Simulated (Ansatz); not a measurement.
Spin states of H3IrO3 (SMILES [OH][Ir]([OH])[OH]), each relaxed with B3LYP-D3(BJ)/def2-TZVP.
State 1 (charge 0, multiplicity 1):
```xyz
7

Ir     0.026     0.099     0.041
O      1.666    -0.387    -0.660
H      2.327     0.272    -0.385
O     -0.480    -0.523     1.705
H     -0.905    -1.393     1.611
O     -1.096     1.198    -0.931
H     -1.639     0.658    -1.531
```
State 2 (charge 0, multiplicity 3):
```xyz
7

Ir    -0.40345     0.21671     0.07842
O      1.21886    -0.67295    -0.35655
H      1.94598    -0.05048    -0.20008
O     -0.59705    -0.79842     1.65938
H      0.16363    -1.34999     1.89245
O     -1.01785     1.45944    -1.20406
H     -1.41192     1.12019    -2.01865
```

Singlets are restricted, other states unrestricted; no spin–orbit coupling, no relativity up to Kr; see below for the cores. The largest T1 diagnostic is 0.037.

Correlated levels freeze the inner cores; with def2 sets outer-core shells near the valence are correlated too. CBS(a, b) extrapolates the correlation energy as X⁻³ and adds the Hartree–Fock energy of set b.

Codes used: Ansatz (a quantum-chemistry and plane-wave program). Each number belongs to the level named beside it. In def2 rows elements past Kr take small-core potentials, without spin–orbit coupling.

Question: Estimate the energy of the multiplicity-3 state less that of the multiplicity-1 state that B2PLYP/def2-TZVPP returns for this input.

Answer: 83 kJ/mol
